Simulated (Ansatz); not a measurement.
Molecule: PdH, charge 0, multiplicity 2. The spin state was set by rule; other spins were not relaxed. 
Coordinates optimised at B3LYP-D3(BJ)/def2-TZVP (Ansatz, a first-principles code):
SMILES: [PdH]
```xyz
2

Pd     0.0000     0.0000    -0.0328
H      0.0000     0.0000     1.5079
```
Charge 0, spin multiplicity 2.

Property: atomisation energy (electronic, to ground-state atoms), in kJ/mol. Correlated levels leave the core frozen unless marked. UHF or UKS for open shells. Spin-orbit coupling is left out. The frozen core is the preceding noble-gas configuration, with the filled d and f shells of earlier blocks. Past Kr the def2 sets carry scalar-relativistic core potentials. STO-3G rows are all-electron and non-relativistic. The coupled-cluster limit lacks core correlation, which all-electron functionals hold. CBS marks a two-point X^-3 extrapolation of the correlation energy; Hartree-Fock from the larger set.

```csv
level,program,atomisation energy (kJ/mol)
HF/STO-3G,Ansatz,555.3
HF/def2-TZVPP,Ansatz,161.9
revPBE-D3(BJ)/def2-TZVPD,Ansatz + dftd3,259.5
r2SCAN/def2-TZVPD,Ansatz,279.6
```

The program attaches cautions to a run behind HF/STO-3G: large difference.

**Question.** What does CCSD(T)/CBS(def2-TZVPPD,def2-QZVPPD) (Ansatz) give?

**Answer.** 222.8 kJ/mol
